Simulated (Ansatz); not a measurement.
`C[N]([GeH3])BF` + `[OH][GeH3]` → `FB[O][GeH3]` + `C[NH][GeH3]` at 500 K and 1 bar (ligand exchange at a B–N bond).

Calculated with Ansatz (gas phase, PBE0-D4/def2-TZVP geometries, no zero-point term in ΔE). CCSD(T)/CBS adds triple-zeta CCSD(T) − MP2 to the extrapolated MP2 energy (def2 sets, frozen cores). For Ge outer-core shells are correlated without core-valence functions, which leaves a few kJ/mol of doubt a bond. Scalar relativity is left out up to krypton. Each species was taken in one conformer, which may not be the lowest.

| species | CCSD(T)/CBS energy (Eh) | H − E (kJ/mol) | S (J/(mol·K)) |
| --- | --- | --- | --- |
| `C[N]([GeH3])BF` | -2297.75856 | 270.5 | 430.5 |
| `[OH][GeH3]` | -2153.69723 | 124.0 | 309.0 |
| `FB[O][GeH3]` | -2278.39547 | 153.5 | 381.4 |
| `C[NH][GeH3]` | -2173.06430 | 241.1 | 362.9 |

H − E and S are ideal-gas, rigid-rotor, harmonic terms from PBE0-D4/def2-TZVP, for one conformer and one mirror image of each species. 1 Eh = 2625.50 kJ/mol, R = 8.31446 J/(mol·K).

**Question.** By hand: ΔE, ΔH, ΔS and ΔG.

**Answer.** ΔE = (-2278.39547) + (-2173.06430) − (-2297.75856) − (-2153.69723) = -0.00398 Eh = -10.4 kJ/mol. Δ(H − E) = 153.5 + 241.1 − 270.5 − 124.0 = 0.1, so ΔH = -10.3 kJ/mol. ΔS = 381.4 + 362.9 − 430.5 − 309.0 = 4.8 J/(mol·K). ΔG = -10.3 − 500 × (4.8)/1000 = -12.7 kJ/mol.

**Question.** By hand: the equilibrium constant, and the temperature at which ΔG would vanish if ΔH and ΔS stayed fixed.

**Answer.** log₁₀ K = −ΔG/(RT ln 10) = 1.3. ΔH and −TΔS have one sign here, so there is no such temperature. One of them is within its doubt of zero, so this could turn.

The number of gas molecules stays the same, so ΔS is small and ΔH decides. A doubt of 5 kJ/mol in ΔE shifts log₁₀ K by 0.5 here. Other conformers and mirror images would add mixing entropy, several J/(mol·K) or more a flexible species. Modes under 60 cm⁻¹, often nearly free rotors, make the harmonic entropy too high. These are equilibria of isolated gas molecules and say nothing of rates. Largest T1 diagnostic: 0.013 (customary marks: 0.02 for closed shells, 0.045 for open ones).
